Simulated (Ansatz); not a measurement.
As₂H₄. Charge 0, multiplicity 1. Geometry PBE0-D4/def2-TZVP.

```xyz
6

As    1.037    0.330    0.566
As   -1.038   -0.331   -0.563
H     0.956    1.743    0.000
H     0.281    0.759    1.819
H    -0.282   -0.754   -1.818
H    -0.954   -1.747   -0.003
```

Question: Estimate the orbital energies around the gap (eV) in Ansatz with LDA (SPW92)/def2-TZVP, PBE-D4/def2-SVP, PBE-D4/def2-TZVP, r2SCAN-D4/def2-TZVP, ωB97M-V/def2-TZVP.

Answer: 
| orbital | LDA (SPW92)/def2-TZVP | PBE-D4/def2-SVP | PBE-D4/def2-TZVP | r2SCAN-D4/def2-TZVP | ωB97M-V/def2-TZVP |
| --- | --- | --- | --- | --- | --- |
| HOMO−9 | -41.21 | -40.96 | -40.94 | -41.88 | -47.75 |
| HOMO−8 | -41.17 | -40.93 | -40.91 | -41.85 | -47.71 |
| HOMO−7 | -41.17 | -40.92 | -40.90 | -41.84 | -47.70 |
| HOMO−6 | -16.72 | -16.52 | -16.54 | -17.23 | -21.37 |
| HOMO−5 | -14.61 | -14.40 | -14.44 | -15.01 | -18.92 |
| HOMO−4 | -9.58 | -9.47 | -9.51 | -9.93 | -13.16 |
| HOMO−3 | -8.55 | -8.47 | -8.51 | -8.90 | -11.97 |
| HOMO−2 | -7.94 | -7.81 | -7.83 | -8.17 | -11.29 |
| HOMO−1 | -7.91 | -7.73 | -7.79 | -8.13 | -11.02 |
| HOMO | -6.05 | -5.87 | -5.93 | -6.19 | -8.92 |
| LUMO | -1.57 | -1.17 | -1.35 | -1.20 | 1.25 |
| LUMO+1 | -0.64 | -0.23 | -0.42 | -0.16 | 2.03 |
| LUMO+2 | -0.57 | -0.06 | -0.41 | 0.01 | 2.27 |
| LUMO+3 | -0.30 | 0.07 | -0.20 | 0.02 | 2.63 |
| LUMO+4 | 0.53 | 1.08 | 0.70 | 1.18 | 3.36 |
| LUMO+5 | 3.45 | 6.61 | 3.72 | 4.20 | 6.57 |
